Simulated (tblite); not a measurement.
C5H4ClN.
InChI=1S/C5H4ClN/c6-5-3-1-2-4-7-5/h1-4H

All values are computed: GFN2-xTB (tblite) harmonic vibrations without scaling, gas phase. This tight-binding method is rough: wavenumbers can miss measured ones by several per cent, in bad cases by 10 to 20.

Harmonic wavenumbers (cm⁻¹): 163.5, 280.2, 375.0, 401.9, 441.0, 592.6, 691.0, 704.2, 764.5, 885.8, 914.0, 933.0, 991.1, 1085.6, 1100.7, 1134.6, 1161.2, 1238.7, 1289.7, 1390.9, 1420.1, 1564.0, 1572.8, 3069.3, 3080.0, 3107.1, 3112.2.

A = 5960, B = 1658, C = 1297 MHz; mass 113.003 u (most abundant isotopes); point group Cs, symmetry number 1.

Task: What is the zero-point energy?

Result: ½Σν̃ = 16732 cm⁻¹ = 47.84 kcal/mol.

Task: Give the ideal-gas entropy at 298.15 K and 1 bar in the rigid-rotor, harmonic-oscillator model (classical rotation).

Result: Translation 40.11, rotation 27.62, vibration 9.05: S = 76.8 cal/(mol K).

Task: And Cp and H(298.15 K) − H(0)?

Result: Cp = 22.90 cal/(mol K), of which vibrations give 14.95 (their classical limit is 27 R = 53.7); H(298.15 K) − H(0) = 4.12 kcal/mol without the zero-point energy, 1.75 from vibrations.

Task: How do the functions run with temperature in this model?

Result: 
```
T (K)  S (cal/(mol K))  Cp (cal/(mol K))  H − H(0) (kcal/mol)  G − H(0) (kcal/mol)  ln q(vib)
  100             60.0              10.5                 0.87                -5.13       0.13
  200             69.0              16.3                 2.20               -11.61       0.72
  300             76.9              23.0                 4.17               -18.91       1.61
  500             91.6              34.6                10.00               -35.78       3.86
  800            110.3              44.7                22.07               -66.16       7.59
 1000            120.7              48.7                31.44               -89.29      10.01
```

q(vib) and H(0) count from the zero-point level.

Task: What must be added to the electronic energy to get the Gibbs energy at 298.15 K and 1 bar?

Result: ZPE + [H(298.15 K) − H(0)] − T·S = 47.84 + 4.12 − 22.89 = 29.07 kcal/mol.

Task: Which modes carry the vibrational entropy at 298.15 K?

Result: 163.5 cm⁻¹: 2.51; 280.2 cm⁻¹: 1.53; 375.0 cm⁻¹: 1.06; 401.9 cm⁻¹: 0.96; 441.0 cm⁻¹: 0.82; 592.6 cm⁻¹: 0.46 cal/(mol K); the other 21 give 1.70 together.

Hindered rotation and anharmonicity are outside this model.
